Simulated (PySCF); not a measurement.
CH6SSeSi, SMILES CS[Se][SiH3]. Atoms are numbered in the order given.

```xyz
10

Se    -0.0743    -0.1569     0.9351
S      1.3297     0.6508    -0.6282
C      1.7098    -0.8554    -1.5880
H      2.2112    -1.6069    -0.9630
H      2.3927    -0.5340    -2.3902
H      0.8009    -1.2803    -2.0366
Si    -1.9525     0.1937    -0.3551
H     -1.8182    -0.5332    -1.6484
H     -2.1485     1.6450    -0.6156
H     -3.1120    -0.3500     0.4110
```

The structure is a stationary point at B3LYP-D3(BJ)/def2-SVP. The structure was generated by enumeration, and PubChem lists no compound with its InChIKey, so it may never have been made. One conformer was computed; it need not be the lowest.

Two levels are set side by side: PBE/pcSseg-1 (PySCF) and B3LYP/pcSseg-1 (PySCF). GIAO shifts against H2S (³³S), Me2Se (⁷⁷Se), TMS (²⁹Si), TMS (¹H), TMS (¹³C) at the same level; non-relativistic, no solvent, atoms listed together averaged. Differences are taken from unrounded values.

```tsv
quantity	PBE
δ(⁷⁷Se) of Se1 (ppm)	70.9
δ(³³S) of S2 (ppm)	261.2
δ(¹³C) of C3 (ppm)	30.0
δ(²⁹Si) of Si7 (ppm)	-54.8
```

**Question.** These are the PBE values. What does B3LYP give? (Estimate from the structure and the level; the computed values follow.)

**Answer.** 
```csv
quantity,B3LYP,PBE minus B3LYP
δ(⁷⁷Se) of Se1 (ppm),69.6,1.3
δ(³³S) of S2 (ppm),243.2,18.0
δ(¹³C) of C3 (ppm),30.2,-0.1
δ(²⁹Si) of Si7 (ppm),-51.0,-3.8
```

Rough cost on one machine, each run with all the roots and properties that it gave: B3LYP against PBE within a factor of 2.
